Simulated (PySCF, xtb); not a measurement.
B(Cl)(F)(OAc) (C2H3BClFO2), SMILES O(C(C)=O)B(F)Cl. One conformer was computed; it need not be the lowest.

Harmonic wavenumbers (cm⁻¹) from GFN2-xTB in xtb at its own minimum, in rising order: 26, 76, 105, 116, 278, 336, 393, 482, 565, 572, 640, 892, 989, 1003, 1098, 1136, 1260, 1361, 1427, 1431, 1822, 3030, 3041, 3073.

Problem. What does PBE-D3(BJ)/def2-SVP run with PySCF give at its own minimum? (An estimate is asked for; the answer gives what the named calculation found.)

Solution. 41, 82, 116, 129, 306, 359, 415, 543, 569, 608, 653, 889, 967, 1008, 1176, 1216, 1325, 1382, 1386, 1393, 1841, 2992, 3076, 3131. Paired by order, the mean absolute difference is 31 cm⁻¹ and the zero-point energies are 36.0 and 36.6 kcal/mol.
